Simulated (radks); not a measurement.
The thulium ion Tm+, configuration [Xe] 4f13 6s1. Calculated with a radial shooting solver on a logarithmic mesh with Libxc functionals: Dirac Kohn-Sham, PBEsol, spin-unpolarised, spherical densities, point nucleus; open shells are shared between the two j in proportion to 2j + 1; speed of light set to 274.072 atomic units (2 times the physical value, a model run).

Normalised radial functions P(r) = r R(r) (large component), r in bohr:

r,4d5/2,5p1/2
0.0009912,0.0000,0.0011
0.001576,0.0000,0.0023
0.002487,0.0001,0.0048
0.003956,0.0004,0.0104
0.006291,0.0015,0.0225
0.01001,0.0056,0.0473
0.01591,0.0195,0.0928
0.02531,0.0635,0.1600
0.04025,0.1831,0.2156
0.06402,0.4375,0.1602
0.1018,0.7684,-0.0926
0.1619,0.7462,-0.3126
0.2555,-0.1443,-0.0065
0.4063,-1.3029,0.4652
0.6462,-1.2754,-0.0017
1.028,-0.4809,-0.8265
1.635,-0.0658,-0.8162
2.6,-0.0023,-0.3086
4.135,0.0000,-0.0426
6.576,0.0000,-0.0014
10.46,0.0000,0.0000

4d5/2: eigenvalue -178.00 eV, 1 radial node at r = 0.242 bohr, <r> = 0.575 bohr, 90 % of the charge inside 0.864 bohr. 5p1/2: eigenvalue -33.276 eV, 3 radial nodes at r = 0.0886, 0.257, 0.646 bohr, <r> = 1.49 bohr, 90 % of the charge inside 2.20 bohr.
